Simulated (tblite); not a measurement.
Record of a relaxation.

Compound: C3H8GeO3Si.
SMILES with atom numbers: `[O:1]=[CH:2][O:3][C@@H:4]1[SiH2:5][C@H:6]1[O:7][GeH3:8]` (hydrogens: H9 on C2; H10 on C4; H11, H12 on Si5; H13 on C6; H14, H15, H16 on Ge8)

Computed with GFN2-xTB (tblite), gas phase: L-BFGS steps from a force-field or distance-geometry start until the largest atomic force falls under 0.01 eV/Å. 12 of its 180 geometries are shown.

Step 0: E = -715.2367 eV, largest atomic force 5.290 eV/Å
```
atom  x, y, z in Å  |  force x, y, z in eV/Å
O1     -2.643   -1.441    1.720    0.883  -0.941  -3.914
C2     -2.355   -1.751    0.529    1.324   2.929   4.202
O3     -1.293   -1.125   -0.129   -1.687  -1.684   0.519
C4     -0.525   -0.089    0.465   -0.987  -1.467   1.302
Si5    -1.216    1.637    0.189   -0.301   1.095  -0.183
C6      0.251    0.675   -0.526    0.202   1.423  -0.651
O7      1.473    1.174   -0.036    0.448  -0.899  -0.714
Ge8     2.742   -0.019   -0.482    0.609  -0.237   0.144
H9     -2.907   -2.533    0.036    0.325  -0.009  -0.756
H10    -0.017   -0.332    1.436   -0.477  -0.046  -0.967
H11    -0.734    2.707    1.065   -0.277  -0.309  -0.149
H12    -2.260    1.771   -0.845    0.180  -0.091   0.516
H13     0.166    0.427   -1.596    0.410  -0.336   0.545
H14     4.106    0.429    0.086   -0.549  -0.022  -0.122
H15     2.370   -1.406    0.097    0.050   0.521  -0.222
H16     2.833   -0.115   -2.019   -0.154   0.073   0.452
```

Step 16: E = -716.0166 eV, largest atomic force 0.136 eV/Å
```
atom  x, y, z in Å  |  force x, y, z in eV/Å
O1     -2.596   -1.346    1.684   -0.040  -0.021  -0.016
C2     -2.279   -1.669    0.576   -0.018  -0.012   0.052
O3     -1.328   -1.122   -0.154    0.015  -0.090  -0.037
C4     -0.606   -0.059    0.447   -0.028  -0.025  -0.029
Si5    -1.194    1.722    0.146   -0.034   0.007   0.022
C6      0.247    0.711   -0.551   -0.050   0.119  -0.044
O7      1.537    1.034   -0.126   -0.018   0.014   0.014
Ge8     2.813   -0.111   -0.504    0.034  -0.006   0.015
H9     -2.744   -2.493    0.005    0.014   0.041   0.024
H10    -0.117   -0.361    1.367    0.009   0.003   0.051
H11    -0.889    2.699    1.165    0.016   0.008   0.031
H12    -2.370    1.815   -0.696   -0.017   0.019  -0.020
H13     0.204    0.296   -1.557   -0.057   0.043  -0.041
H14     4.001    0.520    0.127    0.036   0.007   0.014
H15     2.445   -1.449    0.063    0.063  -0.043   0.006
H16     2.869   -0.179   -2.001    0.074  -0.065  -0.042
```

Step 33: E = -716.0448 eV, largest atomic force 0.056 eV/Å
```
atom  x, y, z in Å  |  force x, y, z in eV/Å
O1     -2.652   -1.304    1.664    0.006   0.018  -0.031
C2     -2.292   -1.674    0.584    0.001  -0.003   0.017
O3     -1.325   -1.155   -0.145   -0.003  -0.029  -0.039
C4     -0.624   -0.058    0.417   -0.040  -0.014   0.032
Si5    -1.217    1.731    0.186    0.003   0.007   0.004
C6      0.210    0.739   -0.580   -0.016  -0.027  -0.014
O7      1.535    0.983   -0.219   -0.015   0.042  -0.008
Ge8     2.853   -0.144   -0.515   -0.002   0.016   0.007
H9     -2.729   -2.530    0.039   -0.001   0.020   0.009
H10    -0.114   -0.330    1.336    0.038  -0.026   0.032
H11    -0.934    2.664    1.252    0.024   0.007   0.046
H12    -2.378    1.889   -0.668   -0.012   0.011  -0.016
H13     0.083    0.391   -1.603    0.029  -0.022  -0.039
H14     3.977    0.578    0.142   -0.014   0.006  -0.004
H15     2.570   -1.486    0.102    0.001   0.032  -0.019
H16     3.029   -0.284   -2.003    0.002  -0.038   0.023
```

Step 49: E = -716.0548 eV, largest atomic force 0.079 eV/Å
```
atom  x, y, z in Å  |  force x, y, z in eV/Å
O1     -2.694   -1.207    1.616   -0.005  -0.005  -0.021
C2     -2.312   -1.655    0.574   -0.019   0.021  -0.020
O3     -1.308   -1.202   -0.153    0.024  -0.013   0.022
C4     -0.599   -0.100    0.393   -0.020   0.032  -0.002
Si5    -1.218    1.690    0.218    0.025  -0.003   0.022
C6      0.186    0.724   -0.621    0.021   0.016  -0.042
O7      1.515    1.005   -0.308    0.024  -0.005   0.024
Ge8     2.857   -0.115   -0.504   -0.046   0.025   0.025
H9     -2.759   -2.528    0.066    0.002   0.013   0.009
H10    -0.050   -0.378    1.290   -0.007   0.000  -0.019
H11    -0.867    2.555    1.323   -0.007   0.019   0.001
H12    -2.378    1.946   -0.615    0.006  -0.060   0.051
H13     0.039    0.386   -1.644   -0.017  -0.020  -0.053
H14     3.941    0.681    0.139   -0.024  -0.046  -0.035
H15     2.559   -1.417    0.186    0.034   0.016   0.022
H16     3.082   -0.376   -1.969    0.012   0.011   0.015
```

Step 65: E = -716.0879 eV, largest atomic force 0.172 eV/Å
```
atom  x, y, z in Å  |  force x, y, z in eV/Å
O1     -2.853   -0.864    1.373    0.049  -0.057  -0.155
C2     -2.389   -1.531    0.491    0.023   0.066   0.051
O3     -1.254   -1.313   -0.147   -0.004  -0.032   0.054
C4     -0.489   -0.212    0.309    0.006   0.015   0.040
Si5    -1.186    1.546    0.345    0.022  -0.006  -0.019
C6      0.121    0.693   -0.756    0.028   0.023   0.062
O7      1.456    1.044   -0.541    0.045  -0.013  -0.006
Ge8     2.838   -0.041   -0.439   -0.037   0.006  -0.033
H9     -2.856   -2.445    0.086   -0.033   0.039   0.008
H10     0.216   -0.508    1.082   -0.029  -0.086   0.021
H11    -0.643    2.345    1.424   -0.040   0.032  -0.020
H12    -2.491    1.780   -0.239    0.027  -0.022  -0.003
H13    -0.090    0.396   -1.783   -0.029   0.023   0.051
H14     3.886    0.889    0.068   -0.053   0.022  -0.039
H15     2.582   -1.175    0.516    0.005   0.008  -0.014
H16     3.145   -0.595   -1.802    0.019  -0.016   0.001
```

Step 81: E = -716.1152 eV, largest atomic force 0.199 eV/Å
```
atom  x, y, z in Å  |  force x, y, z in eV/Å
O1     -2.932   -0.678    1.164    0.004  -0.028  -0.081
C2     -2.419   -1.464    0.415    0.025   0.046   0.047
O3     -1.202   -1.389   -0.085   -0.110   0.038   0.161
C4     -0.436   -0.280    0.356    0.045   0.040   0.036
Si5    -1.175    1.462    0.450   -0.032   0.021  -0.044
C6      0.098    0.655   -0.725   -0.019   0.031   0.024
O7      1.443    0.998   -0.643    0.039   0.082  -0.008
Ge8     2.853   -0.017   -0.461    0.034  -0.006  -0.022
H9     -2.922   -2.370    0.045    0.019  -0.030  -0.054
H10     0.315   -0.588    1.081   -0.058  -0.056  -0.018
H11    -0.648    2.301    1.510   -0.022  -0.080  -0.036
H12    -2.460    1.724   -0.168    0.037  -0.010   0.042
H13    -0.213    0.382   -1.732   -0.002  -0.028  -0.052
H14     3.836    1.034   -0.076    0.006  -0.035   0.002
H15     2.634   -1.054    0.606    0.065   0.011   0.001
H16     3.222   -0.707   -1.748   -0.031   0.004   0.002
```

Step 98: E = -716.1451 eV, largest atomic force 0.133 eV/Å
```
atom  x, y, z in Å  |  force x, y, z in eV/Å
O1     -3.062   -0.565    0.912    0.018  -0.093  -0.093
C2     -2.454   -1.423    0.331    0.015   0.059   0.026
O3     -1.167   -1.428    0.067   -0.048   0.033   0.068
C4     -0.433   -0.292    0.505    0.015   0.003  -0.014
Si5    -1.214    1.439    0.471    0.013  -0.030   0.002
C6      0.113    0.604   -0.615   -0.004   0.002   0.006
O7      1.447    0.997   -0.526    0.004  -0.035  -0.015
Ge8     2.890    0.000   -0.530   -0.005   0.004   0.060
H9     -2.920   -2.337   -0.073    0.020   0.009   0.038
H10     0.297   -0.586    1.255   -0.029   0.012  -0.035
H11    -0.721    2.297    1.528    0.009  -0.008   0.008
H12    -2.465    1.726   -0.197    0.013   0.007   0.003
H13    -0.170    0.246   -1.606    0.039   0.036  -0.011
H14     3.918    1.042   -0.255   -0.023   0.021  -0.040
H15     2.841   -1.018    0.577   -0.005  -0.032  -0.042
H16     3.091   -0.691   -1.854   -0.035   0.010   0.039
```

Step 114: E = -716.1569 eV, largest atomic force 0.057 eV/Å
```
atom  x, y, z in Å  |  force x, y, z in eV/Å
O1     -3.129   -0.514    0.679    0.026  -0.022  -0.046
C2     -2.459   -1.426    0.275    0.007  -0.006   0.044
O3     -1.153   -1.456    0.168   -0.009   0.021   0.006
C4     -0.453   -0.289    0.573    0.002   0.009   0.014
Si5    -1.229    1.444    0.489    0.022  -0.036   0.013
C6      0.120    0.590   -0.546    0.013   0.022  -0.027
O7      1.453    0.975   -0.417   -0.001   0.010  -0.024
Ge8     2.897   -0.005   -0.554   -0.003   0.006   0.009
H9     -2.879   -2.387   -0.062   -0.012  -0.014  -0.020
H10     0.272   -0.554    1.338    0.002  -0.011   0.017
H11    -0.732    2.280    1.564   -0.012   0.023  -0.002
H12    -2.437    1.784   -0.228   -0.014   0.024   0.010
H13    -0.124    0.229   -1.545   -0.026  -0.010  -0.002
H14     3.912    1.069   -0.385    0.021  -0.019   0.000
H15     2.970   -1.043    0.533   -0.008  -0.005  -0.003
H16     2.964   -0.686   -1.894   -0.007   0.008   0.009
```

Step 130: E = -716.1835 eV, largest atomic force 0.263 eV/Å
```
atom  x, y, z in Å  |  force x, y, z in eV/Å
O1     -2.997   -0.403    0.065    0.138  -0.221  -0.036
C2     -2.358   -1.427    0.117   -0.015   0.043  -0.019
O3     -1.084   -1.524    0.382   -0.144   0.113   0.050
C4     -0.430   -0.307    0.700    0.072   0.027   0.010
Si5    -1.259    1.416    0.581   -0.025   0.041  -0.012
C6      0.067    0.561   -0.472   -0.011  -0.003   0.009
O7      1.397    0.989   -0.430   -0.026  -0.019   0.085
Ge8     2.837    0.003   -0.593   -0.100  -0.030  -0.010
H9     -2.791   -2.426   -0.046   -0.017   0.041  -0.051
H10     0.327   -0.529    1.444    0.084   0.020   0.026
H11    -0.718    2.220    1.670    0.034  -0.011  -0.023
H12    -2.417    1.969   -0.085   -0.018   0.021   0.040
H13    -0.220    0.152   -1.441    0.011   0.009  -0.007
H14     3.906    1.035   -0.542   -0.034   0.043  -0.038
H15     2.985   -0.982    0.533   -0.036  -0.027   0.020
H16     2.747   -0.738   -1.894    0.088  -0.046  -0.045
```

Step 146: E = -716.2523 eV, largest atomic force 0.060 eV/Å
```
atom  x, y, z in Å  |  force x, y, z in eV/Å
O1     -2.725   -0.351   -0.344    0.047  -0.019   0.005
C2     -2.205   -1.399   -0.034   -0.023  -0.004  -0.024
O3     -1.051   -1.514    0.548    0.016   0.034   0.022
C4     -0.403   -0.283    0.807   -0.015   0.007   0.029
Si5    -1.290    1.420    0.642    0.023  -0.003   0.010
C6      0.010    0.547   -0.420   -0.003  -0.013   0.018
O7      1.332    0.998   -0.431   -0.027  -0.016  -0.042
Ge8     2.735   -0.036   -0.614    0.040   0.012  -0.020
H9     -2.667   -2.380   -0.205   -0.041  -0.017  -0.010
H10     0.398   -0.468    1.519   -0.051   0.031  -0.004
H11    -0.640    2.243    1.666    0.010  -0.022  -0.030
H12    -2.549    1.983    0.209    0.044  -0.032   0.016
H13    -0.285    0.083   -1.361   -0.018   0.024  -0.009
H14     3.815    0.984   -0.639    0.013   0.014   0.033
H15     2.856   -0.994    0.539    0.018   0.000   0.001
H16     2.660   -0.824   -1.895   -0.034   0.005   0.005
```

Step 163: E = -716.2563 eV, largest atomic force 0.024 eV/Å
```
atom  x, y, z in Å  |  force x, y, z in eV/Å
O1     -2.717   -0.363   -0.393    0.008   0.008   0.005
C2     -2.208   -1.405   -0.050   -0.001   0.001  -0.010
O3     -1.066   -1.509    0.563   -0.006   0.009   0.014
C4     -0.417   -0.278    0.814    0.020   0.000  -0.014
Si5    -1.272    1.434    0.655   -0.004   0.009  -0.005
C6      0.008    0.543   -0.417   -0.019   0.009  -0.001
O7      1.331    0.987   -0.436   -0.010  -0.017   0.000
Ge8     2.741   -0.037   -0.621    0.009   0.002   0.007
H9     -2.667   -2.389   -0.215   -0.007  -0.015   0.001
H10     0.374   -0.452    1.536    0.002  -0.018   0.006
H11    -0.596    2.261    1.655    0.002  -0.004  -0.012
H12    -2.557    1.952    0.259   -0.003   0.005   0.000
H13    -0.301    0.090   -1.358   -0.003   0.002   0.011
H14     3.812    0.995   -0.634    0.004   0.000   0.002
H15     2.875   -0.995    0.532    0.006   0.001  -0.004
H16     2.654   -0.825   -1.901    0.001   0.008   0.000
```

Step 179: E = -716.2572 eV, largest atomic force 0.008 eV/Å
```
atom  x, y, z in Å  |  force x, y, z in eV/Å
O1     -2.728   -0.344   -0.376    0.003  -0.004  -0.002
C2     -2.232   -1.395   -0.044   -0.001   0.003   0.003
O3     -1.087   -1.519    0.557   -0.003   0.001   0.005
C4     -0.419   -0.297    0.806   -0.002  -0.001   0.005
Si5    -1.268    1.421    0.653    0.004  -0.007  -0.002
C6     -0.002    0.522   -0.427    0.005   0.000  -0.003
O7      1.319    0.970   -0.451    0.004  -0.002   0.004
Ge8     2.755   -0.020   -0.615    0.005   0.001  -0.002
H9     -2.710   -2.371   -0.208    0.000   0.000   0.000
H10     0.376   -0.486    1.520   -0.001  -0.002  -0.005
H11    -0.561    2.241    1.636   -0.003   0.002   0.002
H12    -2.551    1.962    0.282   -0.002   0.003  -0.001
H13    -0.312    0.067   -1.367   -0.002   0.001  -0.001
H14     3.798    1.040   -0.619   -0.001   0.002   0.005
H15     2.907   -0.974    0.539   -0.003   0.004  -0.003
H16     2.707   -0.809   -1.896   -0.002  -0.002  -0.004
```

Problem. Summarise the path.

Solution. The energy falls by 23.53 kcal/mol from step 0 to step 179; nine tenths of that is first reached at step 111. It rises by more than 0.2 meV at step 125. The largest force goes from 5.290 to 0.008 eV/Å. Among the bonds C2–O3 changes most, from 1.397 to 1.299 Å; the atoms move by 0.864 Å rms after alignment.

Problem. Follow the three bonds and two angles with the largest change from start to end.

Solution. 
| step | E above end (kcal/mol) | largest force (eV/Å) | C2–O3 (Å) | C4–C6 (Å) | Ge8–H14 (Å) | C4–Si5–H12 (°) | C6–Si5–H12 (°) |
| --- | --- | --- | --- | --- | --- | --- | --- |
| 0 | 23.53 | 5.290 | 1.397 | 1.473 | 1.544 | 116.5 | 109.2 |
| 8 | 6.86 | 0.325 | 1.320 | 1.518 | 1.493 | 113.1 | 111.2 |
| 16 | 5.55 | 0.136 | 1.318 | 1.522 | 1.485 | 113.8 | 116.0 |
| 23 | 5.13 | 0.129 | 1.319 | 1.525 | 1.492 | 114.7 | 116.0 |
| 31 | 4.93 | 0.076 | 1.319 | 1.524 | 1.489 | 115.1 | 115.4 |
| 39 | 4.82 | 0.063 | 1.319 | 1.526 | 1.488 | 115.3 | 113.7 |
| 47 | 4.71 | 0.086 | 1.319 | 1.526 | 1.490 | 117.8 | 114.8 |
| 54 | 4.53 | 0.095 | 1.320 | 1.529 | 1.484 | 119.6 | 116.3 |
| 62 | 4.09 | 0.228 | 1.317 | 1.530 | 1.489 | 118.7 | 116.8 |
| 70 | 3.67 | 0.107 | 1.319 | 1.529 | 1.488 | 117.3 | 116.9 |
| 78 | 3.41 | 0.096 | 1.316 | 1.527 | 1.488 | 118.4 | 115.1 |
| 86 | 3.01 | 0.092 | 1.313 | 1.531 | 1.488 | 120.7 | 114.2 |
| 93 | 2.78 | 0.105 | 1.311 | 1.535 | 1.485 | 123.4 | 114.4 |
| 101 | 2.51 | 0.086 | 1.312 | 1.537 | 1.490 | 123.2 | 115.3 |
| 109 | 2.37 | 0.137 | 1.313 | 1.538 | 1.488 | 124.1 | 115.6 |
| 117 | 2.28 | 0.139 | 1.310 | 1.538 | 1.487 | 126.2 | 114.9 |
| 125 | 2.35 | 1.458 | 1.312 | 1.538 | 1.489 | 134.5 | 117.5 |
| 132 | 1.32 | 0.157 | 1.302 | 1.540 | 1.489 | 138.9 | 120.7 |
| 140 | 0.32 | 0.317 | 1.299 | 1.541 | 1.487 | 143.6 | 129.2 |
| 148 | 0.07 | 0.092 | 1.300 | 1.539 | 1.488 | 139.8 | 127.2 |
| 156 | 0.04 | 0.022 | 1.299 | 1.539 | 1.487 | 138.6 | 127.7 |
| 163 | 0.02 | 0.024 | 1.300 | 1.539 | 1.487 | 137.8 | 128.1 |
| 171 | 0.01 | 0.022 | 1.299 | 1.539 | 1.488 | 137.8 | 128.3 |
| 179 | 0.00 | 0.008 | 1.299 | 1.538 | 1.487 | 138.5 | 128.9 |

What follows is the cost of the whole relaxation. On one thread, Arm Neoverse N1 (aarch64), no GPU (shared host), this took 2.5 s wall.
